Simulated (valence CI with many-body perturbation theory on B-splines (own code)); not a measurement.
# Energy levels of Ti8+

Computed by valence CI with perturbative core correlation (CI+MBPT): four valence electrons over a frozen Dirac-Fock core [Ne], radial functions for each j: 11 s, 11 p, 9 d, 7 f, 5 g, 2 h, 1 i, with the one-electron correlation potential Σ1 (screened to all orders), the two-electron term Σ2, the three-electron term Σ3, Breit, model QED; selected single and double excitations, second order for the rest, scaled by the run's own slope (own B-spline code, finite nucleus).

No measured spectrum was set against this ion. As an estimate, levels of excited configurations hold to 0.05 to 0.15 % of their energy, terms of the ground configuration to about 0.5 %.

Levels 1 to 45 of 71, with energies above the lowest level, 3s2 3p2 3P_0. "Leading %" is the weight of the configuration and term that name the level; weights of strongly mixed levels are sums over their largest components and can fall short. In the jj column 3d3/2^4 stands for four electrons in 3d with j = 3/2. Lifetimes count E1, E2, E3, M1 and M2 decay at the calculated energies, and are blank where another channel may lead or the interval is too uncertain; long ones can be off by a factor of two.

| No. | Configuration | Term | J | E (eV) | Leading % | Leading jj | Second component | Lifetime |
| --- | --- | --- | --- | --- | --- | --- | --- | --- |
| 1 | 3s2 3p2 | 3P | 0 | 0.000 | 95 | 3s^2 3p1/2^2 (74 %) |  |  |
| 2 | 3s2 3p2 | 3P | 1 | 0.386 | 96 | 3s^2 3p1/2 3p3/2 (96 %) |  | 1.85 s |
| 3 | 3s2 3p2 | 3P | 2 | 0.904 | 94 | 3s^2 3p3/2^2 (49 %) |  | 1.04 s |
| 4 | 3s2 3p2 | 1D | 2 | 3.552 | 94 | 3s^2 3p1/2 3p3/2 (49 %) |  | 64.7 ms |
| 5 | 3s2 3p2 | 1S | 0 | 7.598 | 94 | 3s^2 3p3/2^2 (73 %) |  | 7.41 ms |
| 6 | 3s 3p3 | 5S° | 2 | 17.988 | 99 | 3s 3p1/2 3p3/2^2 (54 %) |  | 490 ns |
| 7 | 3s 3p3 | 3D° | 1 | 24.820 | 86 | 3s 3p1/2 3p3/2^2 (38 %) | 11 % 3s2 3p 3d 3D° | 1.20 ns |
| 8 | 3s 3p3 | 3D° | 2 | 24.831 | 86 | 3s 3p1/2 3p3/2^2 (58 %) | 10 % 3s2 3p 3d 3D° | 1.24 ns |
| 9 | 3s 3p3 | 3D° | 3 | 24.918 | 87 | 3s 3p1/2 3p3/2^2 (87 %) | 11 % 3s2 3p 3d 3D° | 1.33 ns |
| 10 | 3s 3p3 | 3P° | 0 | 28.590 | 88 | 3s 3p1/2 3p3/2^2 (88 %) | 10 % 3s2 3p 3d 3P° | 434 ps |
| 11 | 3s 3p3 | 3P° | 1 | 28.606 | 87 | 3s 3p1/2 3p3/2^2 (59 %) | 10 % 3s2 3p 3d 3P° | 440 ps |
| 12 | 3s 3p3 | 3P° | 2 | 28.619 | 84 | 3s 3p3/2^3 (48 %) | 10 % 3s2 3p 3d 3P° | 467 ps |
| 13 | 3s 3p3 | 1D° | 2 | 31.494 | 54 | 3s 3p1/2 3p3/2^2 (42 %) | 40 % 3s2 3p 3d 1D° | 321 ps |
| 14 | 3s 3p3 | 3S° | 1 | 37.234 | 83 | 3s 3p1/2 3p3/2^2 (52 %) | 11 % 3s 3p3 1P° | 26.1 ps |
| 15 | 3s2 3p 3d | 3F° | 2 | 38.225 | 96 | 3s^2 3p1/2 3d3/2 (74 %) |  | 9.48 ns |
| 16 | 3s2 3p 3d | 3F° | 3 | 38.550 | 96 | 3s^2 3p3/2 3d3/2 (48 %) |  | 15.2 ns |
| 17 | 3s 3p3 | 1P° | 1 | 38.614 | 74 | 3s 3p3/2^3 (46 %) | 12 % 3s 3p3 3S° | 42.0 ps |
| 18 | 3s2 3p 3d | 3F° | 4 | 39.012 | 97 | 3s^2 3p3/2 3d5/2 (97 %) |  |  |
| 19 | 3s2 3p 3d | 3P° | 2 | 43.734 | 46 | 3s^2 3p1/2 3d5/2 (58 %) | 23 % 3s2 3p 3d 1D° | 28.8 ps |
| 20 | 3s2 3p 3d | 3P° | 1 | 44.235 | 78 | 3s^2 3p1/2 3d3/2 (33 %) | 9 % 3s 3p3 3P° | 31.1 ps |
| 21 | 3s2 3p 3d | 3P° | 2 | 44.356 | 34 | 3s^2 3p3/2 3d5/2 (52 %) | 32 % 3s2 3p 3d 1D° | 27.6 ps |
| 22 | 3s2 3p 3d | 3P° | 0 | 44.438 | 86 | 3s^2 3p3/2 3d3/2 (86 %) | 10 % 3s 3p3 3P° | 32.2 ps |
| 23 | 3s2 3p 3d | 3D° | 1 | 45.185 | 78 | 3s^2 3p3/2 3d3/2 (55 %) | 10 % 3s 3p3 3D° | 21.2 ps |
| 24 | 3s2 3p 3d | 3D° | 2 | 45.334 | 79 | 3s^2 3p3/2 3d3/2 (53 %) | 10 % 3s 3p3 3D° | 21.3 ps |
| 25 | 3s2 3p 3d | 3D° | 3 | 45.392 | 85 | 3s^2 3p3/2 3d5/2 (58 %) | 10 % 3s 3p3 3D° | 21.3 ps |
| 26 | 3s2 3p 3d | 1F° | 3 | 49.831 | 95 | 3s^2 3p3/2 3d3/2 (39 %) |  | 19.4 ps |
| 27 | 3s2 3p 3d | 1P° | 1 | 51.095 | 85 | 3s^2 3p3/2 3d5/2 (56 %) | 10 % 3s 3p3 1P° | 25.1 ps |
| 28 | 3p4 | 3P | 2 | 53.167 | 56 | 3p1/2^2 3p3/2^2 (51 %) | 36 % 3s 3p2 3d 3P | 204 ps |
| 29 | 3p4 | 3P | 1 | 53.742 | 57 | 3p1/2 3p3/2^3 (57 %) | 39 % 3s 3p2 3d 3P | 200 ps |
| 30 | 3p4 | 3P | 0 | 53.933 | 57 | 3p3/2^4 (33 %) | 39 % 3s 3p2 3d 3P | 198 ps |
| 31 | 3p4 | 1D | 2 | 54.854 | 61 | 3p1/2 3p3/2^3 (54 %) | 30 % 3s 3p2 3d 1D | 334 ps |
| 32 | 3s 3p2 3d | 5F | 1 | 55.976 | 99 | 3s 3p1/2 3p3/2 3d3/2 (40 %) |  | 79.0 ns |
| 33 | 3s 3p2 3d | 5F | 2 | 56.084 | 98 | 3s 3p1/2 3p3/2 3d3/2 (49 %) |  | 98.2 ns |
| 34 | 3s 3p2 3d | 5F | 3 | 56.250 | 98 | 3s 3p1/2 3p3/2 3d3/2 (43 %) |  | 149 ns |
| 35 | 3s 3p2 3d | 5F | 4 | 56.480 | 98 | 3s 3p1/2 3p3/2 3d5/2 (58 %) |  | 412 ns |
| 36 | 3s 3p2 3d | 5F | 5 | 56.778 | 99 | 3s 3p3/2^2 3d5/2 (62 %) |  | 585 ns |
| 37 | 3s 3p2 3d | 5D | 0 | 57.823 | 99 | 3s 3p1/2 3p3/2 3d3/2 (81 %) |  | 17.8 ns |
| 38 | 3s 3p2 3d | 5D | 1 | 57.853 | 99 | 3s 3p1/2 3p3/2 3d3/2 (59 %) |  | 12.2 ns |
| 39 | 3s 3p2 3d | 5D | 2 | 57.911 | 98 | 3s 3p1/2 3p3/2 3d3/2 (31 %) |  | 8.29 ns |
| 40 | 3s 3p2 3d | 5D | 3 | 57.999 | 96 | 3s 3p3/2^2 3d3/2 (24 %) |  | 7.66 ns |
| 41 | 3s 3p2 3d | 5D | 4 | 58.127 | 96 | 3s 3p1/2 3p3/2 3d5/2 (55 %) |  | 131 ns |
| 42 | 3s 3p2 3d | 3F | 2 | 59.946 | 92 | 3s 3p1/2 3p3/2 3d3/2 (39 %) | 6 % 3s2 3d2 3F | 2.83 ns |
| 43 | 3s 3p2 3d | 3F | 3 | 60.151 | 91 | 3s 3p1/2 3p3/2 3d3/2 (33 %) | 6 % 3s2 3d2 3F | 3.02 ns |
| 44 | 3s 3p2 3d | 3F | 4 | 60.449 | 89 | 3s 3p3/2^2 3d5/2 (57 %) | 7 % 3s2 3d2 3F | 3.49 ns |
| 45 | 3p4 | 1S | 0 | 62.130 | 61 | 3p1/2^2 3p3/2^2 (40 %) | 30 % 3s 3p2 3d 1S | 193 ps |

Names give the largest LS component (configuration and term), which can be under half, so a name can repeat, a term be missing and a line seem to break the LS rules; names also repeat where a configuration has a term twice.

The ionisation energy to 3s2 3p 2P°_1/2 of the next ion comes out as 192.37 eV (NIST: 192.1 ± 0.4 eV (semi-empirical)). All 71 levels together are meant to be complete up to 73.152 eV.
